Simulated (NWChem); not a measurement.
# SeI2; SMILES I[Se]I

```xyz
3

Se     0.0000     0.0000     1.1697
I      1.9952     0.0000    -0.3766
I     -1.9952     0.0000    -0.3766
```
Atoms are numbered in this order, from 1.

Level: PBE0/def2-SVP with def2 effective core potentials on I (NWChem), optimised geometry, unscaled harmonic frequencies. This build's default masses of Se (78.918 u) and Br (79.917 u) are each other's, which moves their modes by up to 0.6 %. def2 effective core potentials on I; no spin-orbit coupling.

```tsv
frequency (cm⁻¹)	IR intensity (km/mol)
76	0.0
243	0.5
247	16.6
```

- zero-point energy = 0.8 kcal/mol
- thermal correction to the enthalpy at 298.15 K (with zero-point energy) = 4.3 kcal/mol
- heat capacity Cv = 11.5 cal/(mol K)
- entropy at 298.15 K and 1 atm (symmetry number 2) = 79.8 cal/(mol K)

Rigid rotor and harmonic oscillator; modes under 100 cm⁻¹ make the entropy uncertain.
